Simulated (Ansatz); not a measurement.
The same ligand exchange along the group B, Al, Ga.

Isolated molecules relaxed with PBE0-D4/def2-TZVP in Ansatz; ΔE leaves out vibrations. CCSD(T)/CBS adds triple-zeta CCSD(T) − MP2 to the extrapolated MP2 energy (def2 sets, frozen cores). Functionals use def2-TZVPP. For Ga, Se outer-core shells are correlated without core-valence functions, which leaves a few kJ/mol of doubt a bond. Scalar relativity is left out up to krypton. Each species was taken in one conformer, which may not be the lowest.

```csv
reaction,CCSD(T)/CBS(def2) (kJ/mol)
`CN(C)B(Cl)Cl` + `C[SeH]` → `C[Se]B(Cl)Cl` + dimethylamine,?
`C[N](C)[Al]([Cl])[Cl]` + `C[SeH]` → `C[Se][Al]([Cl])[Cl]` + dimethylamine,-24
`C[N](C)[Ga]([Cl])[Cl]` + `C[SeH]` → `C[Se][Ga]([Cl])[Cl]` + dimethylamine,-57
```

**Question.** Fill in the missing values. (Estimate.)

**Answer.** Computed: `CN(C)B(Cl)Cl` + `C[SeH]` → `C[Se]B(Cl)Cl` + dimethylamine: +63.4 kJ/mol.

Largest T1 diagnostic: 0.012, for `C[N](C)[Ga]([Cl])[Cl]`.
